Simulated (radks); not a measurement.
The antimony ion Sb13+, configuration [Kr] 4d2. Method: Dirac Kohn-Sham, B86b exchange with PBE correlation, spin-unpolarised, spherical densities, finite nucleus; open shells fill j = l - 1/2 first; Fermi nuclear charge, rms radius 4.6802 fm; computed with a radial shooting solver on a logarithmic mesh with Libxc functionals.

Radial electron density D(r) = 4 pi r^2 rho(r):

```
   r/bohr * D(r) (the largest magnitude, 84.1, reaches the edge; | marks zero)
 0.003256 |       *
 0.003731 |         *
  0.00424 |           *
 0.004858 |             *
 0.005566 |                *
 0.006326 |                   *
 0.007247 |                      *
 0.008303 |                          *
 0.009437 |                             *
  0.01081 |                                 *
  0.01239 |                                     *
  0.01408 |                                       *
  0.01613 |                                         *
  0.01848 |                                           *
    0.021 |                                           *
  0.02406 |                                          *
  0.02757 |                                        *
  0.03133 |                                       *
   0.0359 |                                     *
  0.04113 |                                     *
  0.04674 |                                      *
  0.05355 |                                          *
  0.06135 |                                              *
  0.06973 |                                                  *
  0.07989 |                                                      *
  0.09153 |                                                      *
    0.104 |                                                   *
   0.1192 |                                              *
   0.1365 |                                         *
   0.1552 |                                     *
   0.1778 |                                     *
   0.2037 |                                        *
   0.2315 |                                           *
   0.2652 |                                            *
   0.3039 |                                         *
   0.3454 |                                  *
   0.3957 |                        *
   0.4533 |                *
   0.5152 |            *
   0.5903 |           *
   0.6763 |            *
   0.7686 |           *
   0.8806 |        *
    1.009 |     *
    1.147 |  *
    1.314 |*
    1.505 *
    1.711 *
     1.96 *
    2.245 *
    2.552 *
```

D(r) has 4 maxima, at r = 0.0200, 0.0872, 0.259, 0.660 bohr, and minima at 0.0392, 0.168, 0.595 bohr, inside which lie 2.03, 11.12, 29.53 electrons.
